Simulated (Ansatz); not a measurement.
One change: `ClC1(Br)O[SiH2]1` becomes `ClC1(Cl)O[SiH2]1`.

Ansatz, PBE0-D4/def2-TZVP geometries, multiplicity 1. 

Scalar relativity is left out up to krypton.

| property | `ClC1(Br)O[SiH2]1` |
| --- | --- |
| HOMO energy (ωB97M-V/def2-TZVPP) / eV | -9.77 |
| LUMO energy (B3LYP/def2-TZVPP) / eV | -1.80 |
| HOMO energy (PBE0/def2-TZVPP) / eV | -7.62 |
| HOMO–LUMO gap (ωB97M-V/def2-TZVPP) / eV | 10.02 |
| size of the dipole moment (B3LYP/def2-TZVPP) / D | 3.18 |
| HOMO–LUMO gap (PBE/def2-TZVPP) / eV | 3.99 |

(1) What does the change do to each property? (Estimate.)

Results:

(1) The calculation gave: 
| property | `ClC1(Cl)O[SiH2]1` | shift |
| --- | --- | --- |
| HOMO energy (ωB97M-V/def2-TZVPP) / eV | -9.88 | -0.11 |
| LUMO energy (B3LYP/def2-TZVPP) / eV | -1.69 | 0.11 |
| HOMO energy (PBE0/def2-TZVPP) / eV | -7.71 | -0.09 |
| HOMO–LUMO gap (ωB97M-V/def2-TZVPP) / eV | 10.22 | 0.20 |
| size of the dipole moment (B3LYP/def2-TZVPP) / D | 3.16 | -0.02 |
| HOMO–LUMO gap (PBE/def2-TZVPP) / eV | 4.17 | 0.18 |

With PBE0 the HOMO falls by 0.09 eV and the LUMO rises by 0.11 eV, so the gap widens by about 0.20 eV. PBE moves the HOMO by -0.06 eV and ωB97M-V by -0.11 eV. Dipoles are sizes alone; their direction can turn.

B3LYP here is the variant with VWN-RPA as its local correlation; programs differ in this.

Spin–orbit coupling is left out; it splits and shifts lone-pair levels of the heavy atoms by tenths of an eV.
